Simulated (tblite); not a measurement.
A tight-binding relaxation on `C=CB(CC=O)N(C)C`.

Computed with GFN2-xTB geometry optimisation, gas phase (tblite 0.8.0). Start geometry: from a force field or distance geometry. The command runs a driver script over a list of jobs; the input below is this job's line of settings and its coordinates in Å.

Command:
```bash
OMP_NUM_THREADS=1 python probes_run.py task.json out
```

Input:
```
{"job": {"kind": "relax", "xc": "GFN2-xTB", "basis": "xTB"}, "charge": 0, "multiplicity": 1}
C      1.950300    -2.111700     0.338600
C      0.907700    -1.652700    -0.379300
B      0.334900    -0.233700    -0.111200
C      1.396800     0.923400     0.096200
C      1.048100     2.199000    -0.541300
O      0.031700     2.382900    -1.203400
N     -1.023200    -0.234500     0.581000
C     -1.539200     1.044900     0.930300
C     -1.996300    -0.931600    -0.222500
H      2.303200    -3.107300     0.124100
H      2.424100    -1.538200     1.115100
H      0.488200    -2.306100    -1.125900
H      1.469400     1.127400     1.210100
H      2.371600     0.555300    -0.291700
H      1.774400     3.028900    -0.411600
H     -2.270100     0.869500     1.789200
H     -0.797600     1.749200     1.346100
H     -2.200800     1.505800     0.141100
H     -1.480100    -1.429200    -1.055300
H     -2.694100    -0.180900    -0.634900
H     -2.507700    -1.643600     0.459400
```

Output:
```
step      E/eV     max force
  0    -737.47789    4.603
  1    -737.96146    2.553
  2    -738.14640    3.121
  3    -738.31993    0.850
  4    -738.39478    0.655
  5    -738.43293    0.647
  6    -738.51834    0.738
  7    -738.57297    0.776
  8    -738.61340    0.520
  9    -738.63535    0.362
... (209 lines left out)
219    -738.98008    0.028
220    -738.98016    0.028
221    -738.98022    0.026
222    -738.98028    0.019
223    -738.98032    0.013
224    -738.98037    0.013
225    -738.98041    0.016
226    -738.98046    0.019
227    -738.98050    0.014
228    -738.98053    0.009
```

«max force» is the largest atomic force in eV/Å.

From which step on does the largest force stay under 0.1 eV/Å, and how much energy is left to gain from there?

From step 201 (0.070 eV/Å), 6.7 meV above the end.

In short: energy lowered by 34.7 kcal/mol over 228 steps; largest atomic force 0.009 eV/Å at the end.

Give the final coordinates.

0.678 Å rms from the input after alignment:
```
atom  x, y, z in Å
C1     2.0029   -2.1046    0.0002
C2     0.9757   -1.4354   -0.5066
B3     0.3214   -0.1524    0.1156
C4     1.3024    1.0528    0.5786
C5     1.3097    2.0596   -0.5081
O6     0.6500    3.0682   -0.5431
N7    -1.0492   -0.0351    0.2432
C8    -1.7489    1.1490    0.6996
C9    -1.9730   -1.1198   -0.0139
H10    2.4261   -2.9782   -0.4718
H11    2.4588   -1.8165    0.9345
H12    0.5670   -1.8012   -1.4449
H13    0.9541    1.5084    1.5045
H14    2.3089    0.6637    0.7160
H15    1.9696    1.7938   -1.3589
H16   -2.1321    1.0027    1.7145
H17   -1.0974    2.0162    0.6816
H18   -2.5974    1.3483    0.0408
H19   -1.4310   -2.0253   -0.2703
H20   -2.6496   -0.8609   -0.8340
H21   -2.5768   -1.3162    0.8767
```

The run took 6.3 s on an Intel Xeon at 2.50 GHz with one thread, shared host with 64 logical CPUs at a one-minute load of 63.
Labels such as C1 count atoms from 1, the log's own numbers from 0.
